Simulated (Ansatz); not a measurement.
Gas-phase reaction in SMILES: O[Si](O)(O)O + H+ -> O[Si](O)(O)[OH2+]
Each molecule is optimised on its own at B3LYP-D3(BJ)/def2-TZVP (Ansatz, a program for electronic structure), one conformer each, not searched for the lowest. Frequencies are from Ansatz.
Geometry of the first species:
```xyz
9

Si     0.0000     0.0000     0.0000
O      1.0070    -0.0221    -1.2898
O     -1.4696     0.1493    -0.7044
O      0.1298    -1.3336     0.9396
O      0.3327     1.2064     1.0545
H      1.9177    -0.2768    -1.1241
H     -2.2079     0.3566    -0.1267
H     -0.1937    -2.1579     0.5689
H      0.4839     2.0782     0.6818
```
Charge 0, spin multiplicity 1.

Quantity: proton affinity (0 K, with B3LYP-D3(BJ) harmonic zero-point energies), positive where the reaction releases energy, in kcal/mol. Correlated levels leave the core frozen unless marked. Spin-orbit coupling is left out. No relativistic terms. CBS(X,Y): correlation extrapolated as X^-3; Hartree-Fock from the larger set. [CCSD(T)-MP2]/basis is that difference in the basis named.

RI-MP2/CBS(cc-pV(T+d)Z,cc-pV(Q+d)Z)+[CCSD(T)-MP2]/cc-pV(T+d)Z (Ansatz) gives 185.1 kcal/mol.

Question: Another calculation gave 186.2 kcal/mol. Which level was it?
A. wB97M-V/def2-TZVPD (Ansatz)
B. SVWN5/def2-TZVPD (Ansatz)
C. HSE06/def2-TZVPD (Ansatz)

Answer: C, HSE06/def2-TZVPD (Ansatz). The others give 183.3 (wB97M-V), 180.5 (SVWN5) kcal/mol.
